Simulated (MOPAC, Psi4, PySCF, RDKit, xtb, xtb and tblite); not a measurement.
Two geometries of SMILES C/C=C\c1ccco1, relaxed at GFN2-xTB with one dihedral held; other torsions can differ between them too.

Structure A

```
16

C     -2.0530    -1.0643     0.3495
C     -2.0221     0.3805    -0.0147
C     -0.9314     1.1283    -0.1415
C      0.4373     0.6384    -0.0163
C      1.0853    -0.0090     1.0001
C      2.3958    -0.2717     0.5341
C      2.4453     0.2192    -0.7326
O      1.2688     0.7688    -1.0761
H     -2.4637    -1.1891     1.3517
H     -1.0568    -1.4972     0.3242
H     -2.6993    -1.6065    -0.3396
H     -2.9907     0.8426    -0.1543
H     -1.0202     2.1588    -0.4623
H      0.6838    -0.2435     1.9647
H      3.1848    -0.7597     1.0689
H      3.2265     0.2369    -1.4665
```

Structure B

```
16

C     -2.1012    -1.0981     0.2716
C     -2.0297     0.3736     0.0500
C     -0.9153     1.0776    -0.1156
C      0.4396     0.5406    -0.0285
C      1.4954     0.9392     0.7454
C      2.5912     0.1240     0.3765
C      2.1322    -0.6926    -0.6091
O      0.8370    -0.4460    -0.8655
H     -2.6956    -1.3117     1.1597
H     -1.1121    -1.5297     0.3924
H     -2.5906    -1.5791    -0.5754
H     -2.9842     0.8810    -0.0036
H     -0.9678     2.1531    -0.2273
H      1.4824     1.7023     1.4967
H      3.5807     0.1495     0.7852
H      2.6087    -1.4583    -1.1886
```

Problem. Which is lower in energy at the level Psi4 with PBE0-D3(BJ)/def2-SVP // GFN2-xTB, and by how much?

Solution. A is lower, by 0.55 kcal/mol (dihedral C2–C3–C4–O8: 120° in A, 60° in B).

E(B) − E(A) in kcal/mol at the other levels, on the same two geometries: GFN2-xTB (xtb and tblite) 0.28; MMFF94 // GFN2-xTB (RDKit) -0.62; PBE0/def2-SVP // GFN2-xTB (Psi4) 0.43; PBE/def2-SVP // GFN2-xTB (Psi4) 0.38; PBE-D3(BJ)/def2-SVP // GFN2-xTB (Psi4) 0.51; UFF // GFN2-xTB (RDKit) -1.36; PM6, restricted, heats of formation // GFN2-xTB (MOPAC) 0.03; PM3, restricted, heats of formation // GFN2-xTB (MOPAC) 0.37; GFN1-xTB // GFN2-xTB (xtb) 0.02; restricted B3LYP/6-31G*, spherical d, density fitting // GFN2-xTB (PySCF) 0.49; restricted M06-2X/6-31G*, spherical d, density fitting // GFN2-xTB (PySCF) 0.64; restricted Hartree-Fock/6-31G*, spherical d, density fitting // GFN2-xTB (PySCF) 0.55; restricted B3LYP/3-21G // GFN2-xTB (PySCF) 0.01.
